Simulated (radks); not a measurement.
All-electron atom: Gd2+ in [Xe] 4f7 5d1. Calculated with a radial shooting solver on a logarithmic mesh with Libxc functionals: scalar-relativistic Kohn-Sham, LDA (Slater exchange, Perdew-Wang correlation), spin-polarised, spherical densities, point nucleus; open shells are filled with parallel spins first (spin-orbit coupling, left out, can overturn this in heavy ions).

Normalised radial functions P(r) = r R(r), r in bohr:

r,5s up,5d up
0.003046,0.1019,0.0000
0.004767,0.1329,0.0002
0.007521,0.1590,0.0006
0.01177,0.1600,0.0019
0.01857,0.1038,0.0063
0.0293,-0.0354,0.0192
0.04586,-0.2096,0.0512
0.07236,-0.2377,0.1155
0.1133,0.0650,0.1900
0.1787,0.3794,0.1716
0.2797,-0.0200,-0.0531
0.4413,-0.5590,-0.3024
0.6962,0.1583,-0.1288
1.09,1.0059,0.3831
1.719,0.7000,0.7025
2.691,0.1614,0.5776
4.246,0.0092,0.2347
6.645,0.0001,0.0365
10.48,0.0000,0.0012

5s up: eigenvalue -64.945 eV, 4 radial nodes at r = 0.0267, 0.106, 0.276, 0.654 bohr, <r> = 1.32 bohr, 90 % of the charge inside 1.91 bohr. 5d up: eigenvalue -15.963 eV, 2 radial nodes at r = 0.258, 0.788 bohr, <r> = 2.32 bohr, 90 % of the charge inside 3.55 bohr.
